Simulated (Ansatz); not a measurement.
GaNH6⁺, that is Ga(NH3)H3 with one electron fewer. Total charge 1; doublet. Geometry PBE0-D4/def2-TZVP; atoms count from 1.

Cartesian coordinates in Å:
```
Ga -0.8683 -0.4731 -0.3105
N 0.6335 0.8130 0.2853
H 0.2977 1.7764 0.3040
H 1.4355 0.8039 -0.3433
H 0.9774 0.6134 1.2235
H 0.0439 -2.2454 -0.2689
H -0.8530 -0.4662 -1.8544
H -1.6667 -0.8221 0.9642
```

(1) Estimate the Mulliken populations from the PBE0/def2-TZVP orbitals of Ansatz.

(2) Where does the spin sit?

(3) And the Mayer bond orders between heavy atoms (over 0.3)?

Results:

(1) 
```csv
atom,charge (e),spin (α − β)
Ga1,0.28,0.18
N2,-0.56,0.00
H3,0.32,0.00
H4,0.32,0.00
H5,0.32,0.00
H6,0.20,0.75
H7,0.06,0.04
H8,0.06,0.04
```
Mulliken values depend strongly on the basis.

(2) Summed by element: Ga 0.18, N 0.00, H 0.83, of 1 unpaired in all. Largest on single atoms: H6 0.75, Ga1 0.18, H8 0.04.

(3) Ga1–N2 0.58 (2.07 Å).
